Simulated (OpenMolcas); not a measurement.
Ti2+: effect of the metal basis

Ti2+ with its 6 nearest fluoride ions at 2.027 Å, on the Zn site of KZnF3 (a = 4.054 Å, distance in the model lattice 2.027 Å). The rest of the host is ab initio model potentials to 7.6 Å and point charges beyond; the distance is set by hand and nothing relaxes.

```
Program             : OpenMolcas
Method              : CASSCF
Spin-orbit coupling : state interaction with AMFI integrals over the reference wave functions
```

Fixed: ligand basis ANO-RCC-VDZP, active space 2 electrons in 5 orbitals (3d), DKH2 Hamiltonian.

States (labels of O, the rotations of Oh). Energies in cm-1 above the lowest state or level, χT in cm3 K/mol; under a threefold ground state the first gap can be a small split of the lowest multiplet, not the spin-orbit step; 10Dq and B are least-squares fits to the states below 45000 cm-1, weighted by degeneracy, with a free offset, and given where the rms deviation is under 5 % of |10Dq| (or 100 cm-1) and under 700 cm-1.

| Run | Metal basis | Ground state | First state of that spin | 10Dq | B (rms of fit) | First gap with spin-orbit (degeneracies) | χT at 300 K | First state of another spin | Cost |
| --- | --- | --- | --- | --- | --- | --- | --- | --- | --- |
| A | ANO-RCC-VDZP | 3T1 | 3T2 14652 | 16431 | 865 (116) | 1.9 (2, 3) | 1.078 | 1T2 11905 | roughly 17 core-seconds |
| B | ANO-RCC-VTZP | 3T1 | 3T2 14262 | 16054 | 869 (136) | 1.9 (2, 3) | 1.079 | 1T2 11942 | roughly 28 core-seconds |

Against A, |10Dq| changes by -2.3 % in B.

Costs are those of the RASSCF and RASSI steps.

An orbital triplet at a regular site is open to Jahn-Teller coupling, which can distort the site and quench the lowest spin-orbit gaps and is left out. Without dynamic correlation the repulsion within the d shell is too large (B by tens of per cent), so at a given field states of lower spin stand too high. Ligand-to-metal charge-transfer states are missing. With no ligand orbital active B as a rule stays too high, so bands that hang on it stand too high and its fall with covalency is understated. With metal d orbitals alone and no dynamic correlation 10Dq can be off by a tenth to a fifth, either way, in oxide and fluoride hosts. The distance lies 4 % under the 2.12 Å that this model takes as the normal distance (a Shannon-type radius plus a fixed donor radius, weighted with the host); by an R⁻⁵ law this alone changes a d-shell field by about +25 %. No measured value stands beside these numbers; the geometry was set by hand and not optimised.
